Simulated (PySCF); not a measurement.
yttrium atom (Y), doublet (typed; the unrestricted solution is spin-contaminated) (core potentials on Y). Base run: PBE0/def2-TZVP in PySCF.

The PySCF input:
```python
from pyscf import gto, scf, dft

mol = gto.M(
    atom='''
Y     0.00000000    0.00000000    0.00000000
''',
    basis='def2-tzvp',
    ecp={'Y': 'def2-tzvp'},
    spin=1,
    verbose=3,
)

mf = dft.UKS(mol)
mf.xc = 'pbe0'
mf.kernel()
mf.analyze()
```

Variants of this job, named by their change:

| change | basis functions | E (Eh) | HOMO (eV) |
|---|---|---|---|
| base | 40 | -38.20727 | -3.88 |
| basis = Sapporo-DKH3-DZP-2012; relativity = spin-free X2C; nucleus = Gaussian (with nucmod='G'; without ecp={'Y': 'def2-tzvp'}) | 52 | -3384.43428 | -3.94 |
| basis = jorge-DZP-DKH; relativity = spin-free X2C; nucleus = Gaussian (with nucmod='G'; without ecp={'Y': 'def2-tzvp'}) | 48 | -3384.32855 | -3.14 |
| basis = cc-pVTZ-DK; relativity = spin-free X2C (without ecp={'Y': 'def2-tzvp'}) | 77 | -3384.56558 | -3.96 |
| basis = Sapporo-DKH3-DZP-2012; relativity = spin-free X2C (without ecp={'Y': 'def2-tzvp'}) | 52 | -3384.47143 | -3.95 |
| basis = jorge-DZP-DKH; relativity = spin-free X2C (without ecp={'Y': 'def2-tzvp'}) | 48 | -3384.36302 | -3.14 |
| basis = cc-pVTZ-DK; relativity = spin-free X2C; nucleus = Gaussian (with nucmod='G'; without ecp={'Y': 'def2-tzvp'}) | 77 | -3384.52337 | -3.96 |
| basis = Sapporo-DKH3-DZP-2012; relativity = none (without ecp={'Y': 'def2-tzvp'}) | 52 | -3294.39292 | -4.23 |
| basis = jorge-DZP-DKH; relativity = none (without ecp={'Y': 'def2-tzvp'}) | 48 | -3316.38040 | -3.36 |
| basis = cc-pVTZ-DK; relativity = none (without ecp={'Y': 'def2-tzvp'}) | 77 | -3292.20639 | -4.24 |

Total energies compare only within one method and basis.

Open shells are given as the SCF converged; they aren't shown to be the lowest states, and a large step between rows can be another state.

Basis sets contracted for a relativistic Hamiltonian are a mismatch without it, so the rows without relativity aren't non-relativistic limits. No row has spin-orbit coupling; sets with core potentials leave out the core electrons.
